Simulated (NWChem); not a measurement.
SiHSF, singlet; SMILES F[Si]S

```xyz
4

Si     0.6727     0.6504     0.0000
F     -0.7105     1.5553     0.0000
S     -0.2498    -1.3234     0.0000
H      0.9732    -1.9281     0.0000
```
Atoms are numbered in this order, from 1.

Results from NWChem. Pople sets run with spherical d functions. Low-valent species are run as closed-shell singlets; no triplet was tried in these runs. The geometry was optimised at PBE-D3(BJ)/def2-SVP. B3LYP is NWChem's, with the RPA form of VWN correlation. Ions are spin-unrestricted doublets at the neutral geometry; other ion states weren't tried.

```csv
level,"vertical ionisation energy, ΔSCF (eV)",−ε(HOMO) (eV),ΔSCF minus −ε(HOMO) (eV)
B3LYP/6-31+G*,9.81,7.35,2.46
LRC-wPBEh/6-31+G*,9.84,9.34,0.50
M06-2X/6-31+G*,9.87,8.53,1.34
CAM-B3LYP/6-31+G*,9.89,8.80,1.09
```
